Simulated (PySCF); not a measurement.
NMR data simulated for an unnamed compound:

¹H NMR (500 MHz, computed): δ 7.55 (m, 1H), 7.51 (m, 1H), 6.94 (m, 1H), 5.24 (m, 1H), 4.57 (m, 1H), 4.54 (m, 1H), 2.32 (s, 3H).

¹³C{¹H} NMR (computed): δ 167.4 (C), 156.8 (CH), 155.3 (CH), 143.2 (CH), 31.2 (CH3).

Theoretical values (PySCF 2.14.0 with density-fitted response routines): shieldings: GIAO PBE0/pcSseg-1, GFN2-xTB structure. Averaged over atoms made equivalent by symmetry, fast rotation or ring inversion, no solvent model, single conformer, non-relativistic.

Shifts are taken against calculated references (same method and geometry level): ¹H and ¹³C against TMS.

Task: Which of these does the molecule contain: an OH group, a nitrile, an N-methyl group, a non-aromatic C=C double bond, a Si–H bond?

Result: 
- An OH group: no.
- A nitrile: no.
- An N-methyl group: no.
- A non-aromatic C=C double bond: yes.
- A Si–H bond: yes (δH 4.57 (m), 4.54 (m)).

The data belong to `C1=C[SiH2]C=C(C)[Si@H]1F`, C₅H₉FSi₂; they needn't prove each group on their own.

Carbon signals by region: 1 in the far downfield region (above 160 ppm), 3 in the sp2 and nitrile region (100–160 ppm), 1 below 50 ppm. Above 160 ppm: 167.4, fully substituted alkene carbon.

Splittings by ¹⁹F in the carbon and heteronuclear signals aren't shown, as no couplings were computed. Shifts are as computed. Against solution values, carbons near 30 ppm lie about +3 ppm off and those near 130 ppm about +5 ppm. Of 1211 compounds with measured shifts, 218 miss one by over three times the rms of a fit or turn the order of signals round; such compounds aren't used in these exercises. Multiplicities follow the n + 1 count of equivalent neighbours, as no J values were calculated; m marks all less simple cases, F and P coupling included.
